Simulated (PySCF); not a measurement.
All of these have the formula C8H9N. Method used: TDDFT B3LYP/def2-SVPD, vertical, gas phase, core orbitals frozen in the response in PySCF. Geometries: PBE0-D3(BJ)/def2-SVP; one conformer of each isolated species. Triplets are in the Tamm–Dancoff approximation.

A. `C[C@@H]1C(C#N)=C1C1CC1`
B. `c1(/C=N/[H])c(C)cccc1`
C. `C=Nc1ccccc1C`

Lowest singlet levels (six at most, fewer where fewer were computed) with oscillator strengths:

1. 302 nm (f 0.078); 267 nm (f 0.004); 234 nm (f 0.090); 229 nm (f 0.081); 213 nm (f 0.020); 200 nm (f 0.015)
2. 278 nm (f 0.001); 272 nm (f 0.032); 251 nm (f 0.257); 208 nm (f 0.158); 202 nm (f 0.000); 193 nm (f 0.361)
3. 252 nm (f 0.241); 236 nm (f 0.002); 214 nm (f 0.002); 211 nm (f 0.000); 194 nm (f 0.012); 184 nm (f 0.011); T1 3.21 eV

Question: Match each spectrum to its molecule.

Answer: 1 = C, 2 = B, 3 = A.
- A: S1 at 4.93 eV, HOMO→LUMO (93%); Löwdin shares by element: HOMO carbon 50% or more, nitrogen 14% (atoms not listed hold the other 37%); LUMO carbon 61% or more, nitrogen 17% (atoms not listed hold the other 22%); HOMO -6.92 and LUMO -1.65 eV.
- B: S1 at 4.46 eV, HOMO-2→LUMO (98%); Löwdin shares by element: HOMO carbon 51% or more, nitrogen 13% (atoms not listed hold the other 36%); LUMO carbon 42% or more, nitrogen 21% (atoms not listed hold the other 36%); HOMO -6.85 and LUMO -1.68 eV; point group Cs, 1 of its 6 listed states under f = 0.0005.
- C: S1 at 4.10 eV, HOMO→LUMO (84%), HOMO-2→LUMO (11%); Löwdin shares by element: HOMO carbon 44% or more, nitrogen 20% (atoms not listed hold the other 36%); LUMO carbon 45% or more, nitrogen 24% (atoms not listed hold the other 31%); HOMO -6.37 and LUMO -1.41 eV.
